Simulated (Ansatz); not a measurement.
Mulliken charges of CH3Cl3SeZr, SMILES `C[Se][Zr]([Cl])([Cl])[Cl]` from PBE/def2-TZVPP in Ansatz (PBE0-D4/def2-TZVP geometry).

```tsv
atom	x (Å)	y (Å)	z (Å)	charge (e)
C1	-0.080	-1.247	1.002	-0.279
Se2	1.570	-0.775	0.029	-0.088
Zr3	0.209	1.105	-0.938	0.676
Cl4	-1.610	0.205	-2.092	-0.241
Cl5	1.617	2.269	-2.362	-0.235
Cl6	-0.552	2.464	0.800	-0.241
H7	0.133	-1.192	2.066	0.146
H8	-0.921	-0.577	0.789	0.116
H9	-0.367	-2.252	0.704	0.146
```

Task: By hand: the dipole of these point charges (1 e Å = 4.8032 D).

Result: Σ q r = (0.025, -0.583, 0.446) e Å, of length 0.734 e Å = 3.53 D.

Task: How does the dipole of the full density compare? (An estimate is asked.)

Result: The calculation gave: (-0.058, -0.308, 0.261) e Å, 1.96 D; the point charges give 1.80 times that, at 11° from its direction.

Point charges leave out the atoms' own dipoles, such as those of lone pairs, and Mulliken's split depends on the basis, so the two needn't agree.
